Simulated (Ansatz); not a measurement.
Start from `OB(Cl)C[SiH3]` and change one atom or group to get `O[B](Cl)[GaH2]`.

Ansatz, PBE0-D4/def2-TZVP geometries, multiplicity 1. Each molecule was computed in one conformer, which needn't be the lowest.

Scalar relativity is left out up to krypton.

```json
{"property": "LUMO energy (PBE/def2-TZVPP) / eV", "`OB(Cl)C[SiH3]`": "-1.11"}
{"property": "HOMO–LUMO gap (PBE0/def2-TZVPP) / eV", "`OB(Cl)C[SiH3]`": "8.75"}
{"property": "ideal-gas entropy at 298 K and 1 bar (rigid rotor, harmonic PBE0-D4/def2-TZVP) / J/(mol·K)", "`OB(Cl)C[SiH3]`": "357"}
{"property": "HOMO–LUMO gap (ωB97M-V/def2-TZVPP) / eV", "`OB(Cl)C[SiH3]`": "12.99"}
{"property": "size of the dipole moment (B3LYP/def2-TZVPP) / D", "`OB(Cl)C[SiH3]`": "0.81"}
{"property": "size of the dipole moment (ωB97M-V/def2-TZVPP) / D", "`OB(Cl)C[SiH3]`": "0.83"}
```

(1) Give the same properties after the change, and the shifts. (Estimate.)

Answers

(1) Computed: 
```json
{"property": "LUMO energy (PBE/def2-TZVPP) / eV", "`O[B](Cl)[GaH2]`": "-2.55", "shift": "-1.44"}
{"property": "HOMO–LUMO gap (PBE0/def2-TZVPP) / eV", "`O[B](Cl)[GaH2]`": "5.91", "shift": "-2.84"}
{"property": "ideal-gas entropy at 298 K and 1 bar (rigid rotor, harmonic PBE0-D4/def2-TZVP) / J/(mol·K)", "`O[B](Cl)[GaH2]`": "338", "shift": "-19"}
{"property": "HOMO–LUMO gap (ωB97M-V/def2-TZVPP) / eV", "`O[B](Cl)[GaH2]`": "9.73", "shift": "-3.26"}
{"property": "size of the dipole moment (B3LYP/def2-TZVPP) / D", "`O[B](Cl)[GaH2]`": "1.45", "shift": "0.64"}
{"property": "size of the dipole moment (ωB97M-V/def2-TZVPP) / D", "`O[B](Cl)[GaH2]`": "1.46", "shift": "0.63"}
```

With PBE0 the HOMO rises by 1.24 eV and the LUMO falls by 1.60 eV, so the gap narrows by about 2.84 eV. PBE moves the HOMO by 1.02 eV and ωB97M-V by 1.38 eV. The zero-point energy changes by -104.1 kJ/mol with -12 modes. Dipoles are sizes alone; their direction can turn. Modes under 60 cm⁻¹, often nearly free rotors, make the harmonic entropy too high.

B3LYP here is the variant with VWN-RPA as its local correlation; programs differ in this.
